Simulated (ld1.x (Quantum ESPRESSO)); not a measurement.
# Logarithmic derivatives: rhenium, RRKJ

rhenium, norm-conserving RRKJ (Kleinman–Bylander form), made with ld1.x (Quantum ESPRESSO) 7.5 (PBEsol, non-relativistic). Core [Kr] 4d10, reference 4f14 5s2 5p6 5d5 6s1 6p0 (charge +1). Waves: 5s (bound): rc 1.40 bohr; 5p (bound): rc 1.75 bohr; 5d (bound): rc 1.35 bohr; 4f (bound): rc 0.95 bohr. Local part: all-electron potential smoothed inside 0.80 bohr (lloc = -1). Core correction: none. rho0 = 0.005.

Occupied shells without a wave of their own: 6s. They enter only through the test configuration that unscreens the potential.

The phase is arctan(r·u′/u) with u = r·R(r), unwrapped; energies in Ry, scanned from -8 to 5 Ry. A pole is an energy at which the radial function vanishes at the test radius. The pseudo phase is shifted by a multiple of π to meet the all-electron one at the reference energy, and phase errors are pseudo minus all-electron; the curves can meet again beyond the range given. Levels narrower than the energy grid can be missing from the lists of poles.

```csv
channel,radius (bohr),reference energy (Ry),"poles, all-electron","poles, pseudo",unbroken range about the reference energy with phases within 0.05 rad,phase error 1 Ry above the reference energy (rad)
s,1.89,-5.66,-5.03,-5.03,below 0.4,-0.001
p,1.89,-3.79,-2.80,-2.80,below 3.4,+0.000
d,1.89,-1.03,1.21,1.16,below 4.0,-0.002
f,1.89,-4.37,-4.33,-4.33,below 1.6,+0.000
```

Note: ghost states, extra bound levels that the all-electron valence spectrum of the same l lacks: s at -604.7 eV, p at -138.8 eV. A true bound ghost makes a file unfit for plane-wave use.

Phases in the p channel:

| E (Ry) | all-electron | pseudo |
| --- | --- | --- |
| -8.00 | 1.322 | 1.323 |
| -7.76 | 1.313 | 1.315 |
| -7.52 | 1.304 | 1.305 |
| -7.28 | 1.293 | 1.294 |
| -7.04 | 1.281 | 1.282 |
| -6.80 | 1.267 | 1.268 |
| -6.56 | 1.250 | 1.251 |
| -6.32 | 1.229 | 1.230 |
| -6.08 | 1.204 | 1.205 |
| -5.84 | 1.171 | 1.172 |
| -5.60 | 1.127 | 1.129 |
| -5.36 | 1.067 | 1.068 |
| -5.12 | 0.975 | 0.976 |
| -4.88 | 0.822 | 0.824 |
| -4.64 | 0.538 | 0.541 |
| -4.40 | -0.000 | 0.002 |
| -4.16 | -0.661 | -0.660 |
| -3.92 | -1.075 | -1.075 |
| -3.68 | -1.289 | -1.289 |
| -3.44 | -1.411 | -1.411 |
| -3.20 | -1.489 | -1.489 |
| -2.96 | -1.543 | -1.543 |
| -2.72 | -1.584 | -1.583 |
| -2.48 | -1.616 | -1.615 |
| -2.24 | -1.642 | -1.642 |
| -2.00 | -1.665 | -1.665 |
| -1.76 | -1.685 | -1.685 |
| -1.52 | -1.704 | -1.704 |
| -1.28 | -1.722 | -1.721 |
| -1.04 | -1.738 | -1.738 |
| -0.80 | -1.755 | -1.754 |
| -0.56 | -1.771 | -1.771 |
| -0.32 | -1.788 | -1.788 |
| -0.08 | -1.806 | -1.806 |
| 0.16 | -1.824 | -1.824 |
| 0.40 | -1.844 | -1.844 |
| 0.64 | -1.866 | -1.866 |
| 0.88 | -1.889 | -1.890 |
| 1.12 | -1.916 | -1.917 |
| 1.36 | -1.946 | -1.948 |
| 1.60 | -1.980 | -1.983 |
| 1.84 | -2.021 | -2.025 |
| 2.08 | -2.069 | -2.075 |
| 2.32 | -2.127 | -2.136 |
| 2.56 | -2.200 | -2.213 |
| 2.80 | -2.290 | -2.309 |
| 3.04 | -2.406 | -2.434 |
| 3.28 | -2.554 | -2.595 |
| 3.52 | -2.743 | -2.801 |
| 3.76 | -2.973 | -3.048 |
| 4.00 | -3.228 | -3.314 |
| 4.24 | -3.480 | -3.567 |
| 4.48 | -3.701 | -3.780 |
| 4.72 | -3.881 | -3.948 |
| 4.96 | -4.021 | -4.078 |
